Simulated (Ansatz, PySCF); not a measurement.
C2H4BFO2, SMILES O1COB(F)C1.

The structure is a stationary point at PBE0-D3(BJ)/def2-SVP. This is a generated structure with no PubChem entry under its InChIKey; it may be hypothetical. One conformer was computed; it need not be the lowest.

Vertical ionisation energy (IE) and electron affinity (EA) in eV. Rows of orbital energies are one-electron estimates. Where ΔSCF, EOM or ADC give a negative EA the extra electron is unbound and the value depends on the basis.

```tsv
level	IE	EA
−ε(HOMO), −ε(LUMO), PBE0/def2-TZVP (PySCF)	7.83	-0.58
−ε(HOMO), −ε(LUMO), PBE/def2-TZVP (PySCF)	[?]	[?]
ΔSCF, PBE0/def2-TZVPD (Ansatz), final states of multiplicity 2 and 2	10.20	-0.79
ΔSCF, PBE/def2-TZVPD (Ansatz), final states of multiplicity 2 and 2	9.84	-0.68
```

### Question
Complete the blanks. (Estimate from the structure and the level; the computed values follow.)

### Answer

- −ε(HOMO), −ε(LUMO), PBE/def2-TZVP (PySCF), IE: 6.24
- −ε(HOMO), −ε(LUMO), PBE/def2-TZVP (PySCF), EA: 0.47

### Question
What vertical singlet–triplet gap does ΔSCF give with PBE0/def2-TZVPD (Ansatz, an electronic-structure program) and with PBE/def2-TZVPD (Ansatz)? (An estimate is asked for; the answer gives what the named calculation found.)

### Answer
6.74 and 6.15 eV (triplet above singlet where positive).
